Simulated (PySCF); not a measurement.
Gas-phase equilibrium of 1 mol SnCl4, 1.9 mol H2 at 1000 K and 1.01 bar, among 14 species (SnCl4, HCl, SnH2, SnHCl3, SnCl3, H, H2, SnH4, SnCl2, SnH2Cl2, Cl, Cl2, SnH3Cl, SnHCl). Only gases are allowed; each row takes one source of thermochemistry for all species, and Cantera finds the minimum.

Energies from PySCF, thermal terms from the rigid-rotor harmonic-oscillator model, ideal gas at 1 bar. † marks an energy on the PBE0/def2-TZVP geometry and frequencies; other levels use their own. MP2 freezes the core. Open shells (unrestricted) among the columns below: SnCl3 (multiplicity 2); the rest are closed-shell singlets. B3LYP is the form with VWN-RPA correlation. Sn: scalar-relativistic def2 core potential, no spin-orbit coupling. SnHCl3, SnCl3, SnHCl: computed as isolated molecules; such fragments, hydroxides, amides, oligomers or adducts are transient or little studied in the gas. MP2 isn't extrapolated to the basis-set limit. The harmonic model lacks anharmonicity and excited electronic states, which grow with temperature; levels with a mode under 35 cm⁻¹ are left out. Soft modes under 120 cm⁻¹ make the harmonic entropy rough for SnCl4, SnHCl3, SnCl3, SnCl2.

Molecules larger than those listed are left out.

Mole fractions:

```json
[
 {"thermochemistry": "B3LYP/def2-TZVP†", "x HCl": "0.51", "x SnCl2": "0.26", "x H2": "0.23", "x SnCl4": "6.3e-7", "x SnHCl3": "1.3e-8", "x SnCl3": "2.7e-7", "x SnHCl": "6.9e-8"},
 {"thermochemistry": "MP2/def2-TZVPP†", "x HCl": "0.51", "x SnCl2": "0.26", "x H2": "0.23", "x SnCl4": "7.3e-5", "x SnHCl3": "5.2e-7", "x SnCl3": "2.6e-7", "x SnHCl": "4.3e-8"},
 {"thermochemistry": "PBE0/def2-TZVP", "x HCl": "0.51", "x SnCl2": "0.26", "x H2": "0.23", "x SnCl4": "1.8e-5", "x SnHCl3": "3.9e-7", "x SnCl3": "1.4e-6", "x SnHCl": "1.0e-7"},
 {"thermochemistry": "LDA/def2-TZVP†", "x HCl": "0.51", "x SnCl2": "0.26", "x H2": "0.23", "x SnCl4": "4.6e-5", "x SnHCl3": "1.5e-6", "x SnCl3": "1.9e-6", "x SnHCl": "8.3e-8"},
 {"thermochemistry": "ωB97M-V/def2-TZVP†", "x HCl": "0.51", "x SnCl2": "0.26", "x H2": "0.23", "x SnCl4": "8.9e-5", "x SnHCl3": "1.0e-6", "x SnCl3": "1.2e-6", "x SnHCl": "8.9e-8"},
 {"thermochemistry": "ωB97X-V/def2-TZVP†", "x HCl": "0.51", "x SnCl2": "0.26", "x H2": "0.23", "x SnCl4": "0.00026", "x SnHCl3": "3.3e-6", "x SnCl3": "1.5e-6", "x SnHCl": "9.6e-8"}
]
```
The most sensitive of these is SnCl4: it spans a factor of 10^2.6 over these rows; at this temperature one factor of ten is RT ln 10 = 19 kJ/mol.
